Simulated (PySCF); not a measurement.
**Telling settings apart by their effects on KT3/pcSseg-2 results**

Settings: PySCF, density fitting, no solvent, no relativity; the PBE0-D3(BJ)/def2-TZVP geometry of a molecule is the same in every run. Shieldings use GIAOs. Starting from KT3/pcSseg-2, one thing was changed at a time: the functional to B97-2, the functional to wB97X-D, the functional to PBE0.

Changes against KT3/pcSseg-2 in 4 molecules:

```tsv
molecule	changed to	HOMO energy (eV)	mean 15N shielding (ppm)	mean 13C shielding (ppm)	mean 1H shielding (ppm)
O=C=NC1CC1	B97-2	-0.95	+1.1	0.0	+0.02
O=C=NC1CC1	wB97X-D	-3.03	+2.0	-0.4	+0.02
O=C=NC1CC1	PBE0	-1.21	+0.6	+0.1	-0.09
O=C1CCC(=O)N1	B97-2	-1.16	0.0	-3.1	+0.01
O=C1CCC(=O)N1	wB97X-D	-3.35	+0.1	-4.9	+0.02
O=C1CCC(=O)N1	PBE0	-1.46	-2.3	-4.1	-0.12
Cc1cocn1	B97-2	-0.83	-13.1	-4.2	+0.02
Cc1cocn1	wB97X-D	-2.90	-19.7	-6.6	+0.03
Cc1cocn1	PBE0	-1.09	-18.0	-5.5	-0.10
Cc1ncco1	B97-2	-0.84	-11.9	-4.5	+0.01
Cc1ncco1	wB97X-D	-2.91	-17.6	-7.1	+0.01
Cc1ncco1	PBE0	-1.09	-16.3	-5.8	-0.12
```

For `Cc1ccon1` the KT3/pcSseg-2 run gave HOMO energy -6.56 eV, mean 15N shielding -130.0 ppm, mean 13C shielding 77.0 ppm, mean 1H shielding 27.30 ppm. The changed runs lost their labels:

| run | HOMO energy (eV) | mean 15N shielding (ppm) | mean 13C shielding (ppm) | mean 1H shielding (ppm) |
| --- | --- | --- | --- | --- |
| A | -7.72 | -154.1 | 70.6 | 27.16 |
| B | -7.45 | -147.7 | 71.9 | 27.29 |
| C | -9.56 | -156.6 | 69.2 | 27.28 |

Q: Which run belongs to which change?

A: A: PBE0; B: B97-2; C: wB97X-D.

```tsv
run	change of HOMO energy (eV), here / mean of the others	change of mean 15N shielding (ppm), here / mean of the others	change of mean 13C shielding (ppm), here / mean of the others	change of mean 1H shielding (ppm), here / mean of the others	next best match
A	-1.16 / -1.21	-24.1 / -9.0	-6.4 / -3.8	-0.14 / -0.11	B97-2
B	-0.89 / -0.95	-17.7 / -6.0	-5.1 / -3.0	-0.01 / +0.01	PBE0
C	-3.00 / -3.05	-26.6 / -8.8	-7.8 / -4.7	-0.02 / +0.02	PBE0
```

Each run is given to the change whose mean effect on the other molecules lies nearest, every quantity measured in units of its scatter between molecules.

Q: Would one quantity have been enough? Give each run to the change with the nearest mean effect on that quantity alone.

A: HOMO energy: 3 of 3 runs rightly; mean 1H shielding: 2 of 3 runs rightly; mean 15N shielding: 1 of 3 runs rightly; mean 13C shielding: 1 of 3 runs rightly.

Only sets that this rule tells apart clearly are shown.
